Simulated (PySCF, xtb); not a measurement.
C2H6AlFO2, SMILES CC[O][Al]([OH])[F].

xtb with GFN2-xTB at its own geometry gives an orbital gap of 4.30 eV and a dipole moment of 2.87 D.

Coordinates come from a PBE-D3(BJ)/def2-SVP optimisation. The structure was generated by enumeration; whether it is a known compound was not checked. The values are those of a single conformer.

**Question.** What does CAM-B3LYP/def2-TZVP in PySCF give? (Estimate from the structure and the level; the computed values follow.)

**Answer.** gap 9.81 eV (levels -9.68 and 0.13 eV), dipole 1.79 D.
